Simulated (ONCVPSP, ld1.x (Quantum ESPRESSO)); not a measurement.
## Potentials for oxygen (O) compared

Generated with ld1.x 7.5 (TM, RRKJ, ultrasoft, PAW), atompaw 4.2 or ONCVPSP 4.0.1. The cutoff is in Ry: for ld1.x and atompaw files where the sum of valence levels is converged to 10 mRy in a Bessel basis, for ONCV files where the hardest occupied wave has 1 mHa per electron of residual kinetic energy. The error is the largest all-electron minus pseudo excitation energy over each file’s own four to seven test configurations (ionisations up to +4, promotions, holes and added fractions of an electron), all of which were solved. The labels leave out finer settings (local radius, basis sizes, second energies), which also bear on the numbers. Spin-polarised tests are not counted. The rows are a selection from randomly drawn settings: files with unsolved tests, undetermined cutoffs or missed reference levels are left out.

A true bound ghost makes a file unfit for plane-wave use even where its test errors are small: the radial tests pick states by their node count and pass the ghost by.

| potential | cutoff (Ry) | largest error (meV) | bound ghosts |
| --- | --- | --- | --- |
| ONCV, PBEsol, scalar-relativistic, rc 0.80/1.20/1.05 (spd), local smoothed, core correction yes, reference 2s1.5 2p4.5, qcut 8.2/9.4/10.6, projectors 2/2/2 | 76 | +109 | none |
| ONCV, PBE, scalar-relativistic, rc 0.60/1.00 (sp), local smoothed, core correction no, reference 2s2 2p4, qcut 10.4/8.4, projectors 2/2 | 466 | +1102 | s |
| TM, LDA (PZ), scalar-relativistic, rc 0.70/1.35/1.45 (spd), local d, core correction yes, reference 2s2 2p2 | 100 | +855 | none |
| ONCV, PBE, non-relativistic, rc 1.02/1.15 (sp), local smoothed, core correction no, reference 2s2 2p4, qcut 6.6/11.7, projectors 2/2 | 88 | +386 | none |
| ONCV, LDA (Perdew-Zunger), scalar-relativistic, rc 0.65/1.75 (sp), local smoothed, core correction yes, reference 2s2 2p4, qcut 8.1/7.7, projectors 2/2 | 119 | +1641 | none |
| ONCV, PW91, scalar-relativistic, rc 0.60/1.15 (sp), local smoothed, core correction no, reference 2s1.75 2p4.25, qcut 14.2/14.3, projectors 2/2 | 142 | +50 | s |
| ONCV, PBE, scalar-relativistic, rc 0.95/1.90 (sp), local smoothed, core correction yes, reference 2s2 2p3, qcut 7/7.1, projectors 3/2 | 137 | +1382 | none |

Task: Fill in the row for O: ONCV, PBE, scalar-relativistic, rc 0.90/1.60/1.70 (spd), local smoothed, core correction yes, reference 2s2 2p4, qcut 8.1/7.9/4.7, projectors 2/2/2.

Result: cutoff 68 Ry, largest error +1279 meV, bound ghosts: none.

Task: Fill in the row for O: ONCV, LDA (Perdew-Wang 92), non-relativistic, rc 0.65/1.50 (sp), local smoothed, core correction yes, reference 2s2 2p4, qcut 12.1/10.5, projectors 2/2.

Result: cutoff 174 Ry, largest error +1951 meV, bound ghosts: s.
